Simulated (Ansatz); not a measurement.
Compare A (`CC(F)(F)[SiH3]`) with its isomer B (`FC[SiH2]CF`).

Isolated molecules relaxed with PBE0-D4/def2-TZVP in Ansatz; ΔE leaves out vibrations. CBS: MP2 limit from def2 TZ/QZ plus the TZ coupled-cluster correction, frozen cores. Functionals use def2-TZVPP. B3LYP here is the variant with VWN-RPA as its local correlation; programs differ in this. One conformer a species, not always the lowest.

A:

```xyz
11

C    -0.159    1.423   -0.164
C     0.619    0.160    0.068
F     1.294    0.270    1.262
F     1.588    0.053   -0.902
Si   -0.387   -1.482    0.096
H    -0.665    1.381   -1.130
H     0.528    2.273   -0.156
H    -0.903    1.557    0.622
H    -1.068   -1.636   -1.214
H     0.549   -2.605    0.336
H    -1.395   -1.395    1.182
```

B:

```xyz
11

F    -0.983   -1.186    1.588
C    -1.373   -0.146    0.747
Si    0.159    0.775    0.126
C     1.255   -0.428   -0.840
F     0.550   -0.927   -1.932
H    -2.048    0.511    1.304
H    -1.935   -0.577   -0.089
H    -0.283    1.888   -0.755
H     0.939    1.308    1.274
H     2.165    0.055   -1.211
H     1.555   -1.274   -0.212
```

(1) Which isomer does CCSD(T)/CBS put lower? Give the gap. (An estimate is asked.)

(2) Give E(B) − E(A) in kcal/mol with ωB97M-V, CCSD/def2-TZVPP, PBE0-D4, B3LYP-D4, B3LYP, r2SCAN-D4, PBE-D4. (Best estimate.)

Largest T1 diagnostic: 0.012.

Answers

(1) Computed: A, by 9.5 kcal/mol.

(2) The calculation gave: ωB97M-V 9.7, CCSD/def2-TZVPP 9.5, PBE0-D4 9.4, B3LYP-D4 8.5, B3LYP 8.2, r2SCAN-D4 10.7, PBE-D4 9.3. None reverses the order clearly.

In def2-TZVPP, CCSD(T) changes the Hartree–Fock value by +0.8 kcal/mol (the triples alone add +0.4 kcal/mol) and MP2 by +1.0 kcal/mol.
